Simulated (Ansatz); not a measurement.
Ansatz (a quantum-chemistry and plane-wave program) input (MP2/6-31G*):

Ansatz 0.2 input:
```yaml
crystal:
  periodic: [false, false, false]
  atoms:
    - {symbol: O, position_ang: [-1.15154700, 0.57711300, 1.34339500]}
    - {symbol: Si, position_ang: [-0.29104300, 0.31754200, -0.03301300]}
    - {symbol: O, position_ang: [-1.32849800, -0.12810400, -1.22268200]}
    - {symbol: O, position_ang: [0.46136200, 1.76028800, -0.32128900]}
    - {symbol: Si, position_ang: [1.24392100, -1.43784900, 0.14231600]}
    - {symbol: H, position_ang: [-0.84068300, 1.27281100, 1.92913900]}
    - {symbol: H, position_ang: [-2.15882400, 0.35160700, -1.30524300]}
    - {symbol: H, position_ang: [1.02332200, 1.83542700, -1.09670900]}
    - {symbol: H, position_ang: [0.56170300, -2.73283600, 0.37254600]}
    - {symbol: H, position_ang: [2.16973200, -1.17818300, 1.27306800]}
    - {symbol: H, position_ang: [2.05391400, -1.53891900, -1.09843700]}
basis:
  gaussian:
    orbitals: 6-31G*
magnetization: {spin_polarized: false}
correlation: {method: mp2, electrons: outside_noble_gas}
relax: {f_tol: 0.003, max_steps: 120}
```

From the output:

```
relax step   7: F+E_penalty+E_count = -21952.61843568 eV  Δ(F+E_penalty+E_count) = -3.534e-4 eV  max|allowed force component| = 1.184e-2 eV/Å  Δτ_max = 0.0190 Å  (40 SCF iters, accepted)
these checks for a lower state are left out or cut short: starts, cluster_reference, orbital_swaps, neighbouring_geometries, increment
integrals: 0.05 GiB planned
958 factors; integrals over basis functions are off by at most 6.7e-4 eV
mean field: 0.30 GiB planned
mean field -21933.50010629 eV, -806.0412618459 hartree, gradient 8.7e-6 eV, S^2 0.000000; 0 other end points of the search recorded, 0 dependent functions left out
13 core orbitals not correlated
reference -21933.50010629 eV, -806.0412618459 hartree; 16, 16 occupied and 66, 66 virtual orbitals, 958 factors
densities: 0.21 GiB planned
second order -19.11843201 eV of doubles, -0.00000000 eV of singles
the calculation of the forces begins
relax step   8: F+E_penalty+E_count = -21952.61853830 eV  Δ(F+E_penalty+E_count) = -1.026e-4 eV  max|allowed force component| = 2.290e-2 eV/Å  Δτ_max = 0.0152 Å  (41 SCF iters, accepted)
these checks for a lower state are left out or cut short: starts, cluster_reference, orbital_swaps, neighbouring_geometries, increment
integrals: 0.05 GiB planned
958 factors; integrals over basis functions are off by at most 6.7e-4 eV
mean field: 0.30 GiB planned
mean field -21933.49962461 eV, -806.0412441445 hartree, gradient 3.1e-6 eV, S^2 0.000000; 0 other end points of the search recorded, 0 dependent functions left out
13 core orbitals not correlated
reference -21933.49962461 eV, -806.0412441445 hartree; 16, 16 occupied and 66, 66 virtual orbitals, 958 factors
densities: 0.21 GiB planned
second order -19.11893533 eV of doubles, -0.00000000 eV of singles
the calculation of the forces begins
relax step   9: F+E_penalty+E_count = -21952.61855994 eV  Δ(F+E_penalty+E_count) = -2.164e-5 eV  max|allowed force component| = 2.769e-2 eV/Å  Δτ_max = 0.0132 Å  (33 SCF iters, accepted)
these checks for a lower state are left out or cut short: starts, cluster_reference, orbital_swaps, neighbouring_geometries, increment
integrals: 0.05 GiB planned
958 factors; integrals over basis functions are off by at most 6.7e-4 eV
mean field: 0.30 GiB planned
mean field -21933.50002992 eV, -806.0412590394 hartree, gradient 2.6e-6 eV, S^2 0.000000; 0 other end points of the search recorded, 0 dependent functions left out
13 core orbitals not correlated
reference -21933.50002992 eV, -806.0412590394 hartree; 16, 16 occupied and 66, 66 virtual orbitals, 958 factors
densities: 0.21 GiB planned
second order -19.11855969 eV of doubles, -0.00000000 eV of singles
the calculation of the forces begins
relax step  10: F+E_penalty+E_count = -21952.61858961 eV  Δ(F+E_penalty+E_count) = -2.967e-5 eV  max|allowed force component| = 1.572e-2 eV/Å  Δτ_max = 0.0029 Å  (32 SCF iters, accepted)
these checks for a lower state are left out or cut short: starts, cluster_reference, orbital_swaps, neighbouring_geometries, increment
integrals: 0.05 GiB planned
958 factors; integrals over basis functions are off by at most 6.7e-4 eV
mean field: 0.30 GiB planned
mean field evaluation 96: about -21933.5010 eV, gradient 9.7e-5 eV
mean field -21933.50101988 eV, -806.0412954196 hartree, gradient 1.7e-6 eV, S^2 0.000000; 0 other end points of the search recorded, 0 dependent functions left out
13 core orbitals not correlated
reference -21933.50101988 eV, -806.0412954196 hartree; 16, 16 occupied and 66, 66 virtual orbitals, 958 factors
densities: 0.21 GiB planned
second order -19.11757966 eV of doubles, -0.00000000 eV of singles
the calculation of the forces begins
relax step  11: F+E_penalty+E_count = -21952.61859954 eV  Δ(F+E_penalty+E_count) = -9.926e-6 eV  max|allowed force component| = 1.821e-3 eV/Å  Δτ_max = 0.0023 Å  (32 SCF iters, accepted)
these checks for a lower state are left out or cut short: cluster_reference
integrals: 0.05 GiB planned
958 factors; integrals over basis functions are off by at most 6.7e-4 eV
mean field: 0.30 GiB planned
mean field -21933.50101988 eV, -806.0412954196 hartree, gradient 1.7e-6 eV, S^2 0.000000; 1 other end points of the search recorded, 0 dependent functions left out
13 core orbitals not correlated
reference -21933.50101988 eV, -806.0412954196 hartree; 16, 16 occupied and 66, 66 virtual orbitals, 958 factors
densities: 0.21 GiB planned
second order -19.11757966 eV of doubles, -0.00000000 eV of singles
the calculation of the forces begins
Total energy: -21952.61859954 eV, -806.7438535137 hartree
Atom 0 at    -1.135866     0.531462     1.381691 Å, force    -0.000244    -0.001314    -0.000315 eV/Å
Atom 1 at    -0.269177     0.294151    -0.017991 Å, force     0.001821    -0.000653    -0.001624 eV/Å
Atom 2 at    -1.295275    -0.123382    -1.257216 Å, force    -0.000492     0.000427     0.000930 eV/Å
Atom 3 at     0.481106     1.771779    -0.251306 Å, force     0.000178     0.001557     0.000048 eV/Å
Atom 4 at     1.250229    -1.460624     0.136459 Å, force    -0.000394     0.000210     0.000396 eV/Å
Atom 5 at    -0.920975     1.362978     1.835650 Å, force     0.000291     0.001064     0.000310 eV/Å
Atom 6 at    -2.135516     0.366102    -1.278644 Å, force    -0.000801     0.000208    -0.000953 eV/Å
Atom 7 at     0.970377     1.878727    -1.082487 Å, force    -0.000893    -0.001057     0.000893 eV/Å
Atom 8 at     0.561513    -2.748183     0.408840 Å, force     0.000127    -0.000140     0.000169 eV/Å
Atom 9 at     2.212962    -1.187795     1.237300 Å, force     0.000357    -0.000259    -0.000014 eV/Å
Atom 10 at     2.023980    -1.586318    -1.129206 Å, force     0.000049    -0.000045     0.000159 eV/Å
Dipole moment:     0.021770     0.397904    -0.148274 e Å
Checks for a lower state left out: cluster_reference
```

The geometry given is a B3LYP-D3(BJ)/def2-TZVP minimum.
